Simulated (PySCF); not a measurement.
C₄H₁₆Al₂N₂, SMILES [CH3][Al-]1([CH3])[NH2+][Al-]([CH3])([CH3])[NH2+]1.

The structure is a stationary point at r2SCAN-D4/def2-SVP.

Level of theory: PBE/def2-SVP in PySCF.

Symmetry labels are those of the subgroup D2h that the program uses (full group D2h).

Task: List the valence orbital energies around the gap with their symmetry. (The exact figures need the calculation; the answer reports its results.)

Result: 
| orbital | symmetry | energy (eV) |
|---|---|---|
| HOMO−7 | B1g | -8.71 |
| HOMO−6 | B3g | -8.69 |
| HOMO−5 | B3u | -8.65 |
| HOMO−4 | B2g | -7.49 |
| HOMO−3 | Ag | -7.23 |
| HOMO−2 | B1u | -6.10 |
| HOMO−1 | B3g | -5.96 |
| HOMO | B2u | -5.94 |
| LUMO | Ag | -0.05 |
| LUMO+1 | B3u | 0.34 |
| LUMO+2 | B1u | 1.10 |
| LUMO+3 | B2u | 1.27 |
